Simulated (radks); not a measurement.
Results of a calculation; reference values are marked as such.
Question: The thallium ion Tl2+, [Xe] 4f14 5d10 6s1. Code: a radial shooting solver on a logarithmic mesh with Libxc functionals. Model: non-relativistic Kohn-Sham, exchange-only B88, spin-polarised, spherical densities, point nucleus. Every spin shell is full or empty, so the densities are truly spherical. Functionals are evaluated on that one density, not self-consistently. Rank these orbital-free kinetic functionals by their error against the exact value of the orbitals, and give that value: Thomas-Fermi, von Weizsacker, TF + vW, TF + vW/9, TF + vW/5, LC94, APBEK, revAPBEK, Perdew 92, Thakkar, Pearson, LKT, PG1, DePristo-Kress, Ernzerhof.

Answer: Exact: 18961.2 hartree. From best to worst, with 100 (|E| - |E exact|)/|E exact| (equal figures are ties): LC94 +0.02, APBEK +0.05, revAPBEK +0.18, DePristo-Kress -0.20, Ernzerhof -0.47, Perdew 92 -0.67, TF + vW/9 -0.68, Thakkar -0.78, Pearson -0.83, TF + vW/5 +2.45, Thomas-Fermi -4.60, PG1 +12.34, LKT +15.84, TF + vW +30.66, von Weizsacker -64.75.
